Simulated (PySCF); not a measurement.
## Trend along group 15: MO molecules

CCSD(T) with double-zeta basis sets in PySCF, for the lowest determinant that a PBE0 search found; no spin–orbit coupling. De refers to high-spin ground-configuration atoms.

| M | basis | reference, frozen orbitals | state (unpaired electrons) | Re (Å) | ωe (cm⁻¹) | De (eV) |
| --- | --- | --- | --- | --- | --- | --- |
| N | 6-31G(d,p) | ROHF, 2 | doublet (π ↑) | 1.173 | 1896 | 5.67 |
| P | def2-SVP | ROHF, 6 | doublet (π ↑) | 1.509 | 1193 | 4.98 |
| Sb | cc-pVDZ-PP/cc-pVDZ | UHF, 5 | doublet (π ↑) | 1.879 | 754 | 2.95 |

The shortest bond is that of NO (1.173 Å), the longest that of SbO (1.879 Å). NO is bound most strongly (5.67 eV) and SbO least (2.95 eV).

The rows differ in basis set, which adds steps of its own.

Down a group the atoms grow and get heavier, so bonds lengthen and wavenumbers fall; this series shows no clear exception.

Correlated steps freeze the inner cores (2 to 6 orbitals); shallow outer-core shells are correlated. UHF and ROHF references stand side by side, which adds small steps between rows. Correlated levels converge slowly with the basis: in double zeta they bind strong bonds too weakly, by up to about 1 eV, and carry superposition errors of some tenths. Spin–orbit coupling is left out, which matters for elements this heavy, above all for dissociation energies. States were picked by a PBE0 search and need not be the measured ground states.
